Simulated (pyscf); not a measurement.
**O=W(=O)(OH)–Cl, singlet**

Gas-phase minimum from PySCF at ωB97X-D3(BJ)/def2-SVP, one conformer. 

```
W
O 1 1.6925
O 1 1.6929 2 106.93
O 1 1.8720 2 109.69 3 117.87
H 4 0.9638 1 132.08 2 3.64
Cl 1 2.2786 2 108.99 3 -118.13
```

Properties at ωB97X-D3(BJ)/def2-SVP:

| Quantity | Value |
|---|---|
| Harmonic wavenumbers, unscaled | 152, 173, 220, 235, 263, 363, 433, 540, 770, 1043, 1087, 3931 cm⁻¹ |
| Zero-point energy | 13.2 kcal/mol |
| Rotational symmetry number | 1 |
| Entropy of this conformer at 298 K and 1 atm, rigid rotor and harmonic oscillator, modes under 100 cm⁻¹ raised to 100 | 349.7 J/(mol K) |
| Dipole moment | 3.34 D |

Single-point totals, which compare only within one level:

```
level                   total energy (hartree)
----------------------  ----------------------
ωB97X-D3(BJ)/def2-TZVP              -753.95894
PBE/def2-TZVP                       -753.55099
r²SCAN/def2-TZVP                    -753.81992
B3LYP-D3(BJ)/def2-TZVP              -753.95045
PBE0-D3(BJ)/def2-TZVP               -753.50476
M06-2X/def2-TZVP                    -753.66886
ωB97M-D3(BJ)/def2-TZVP              -753.94811
```

Soft torsions are taken as harmonic, which can shift the entropy by several J/(mol K). Elements past Kr carry the def2 core potentials, without spin-orbit coupling.
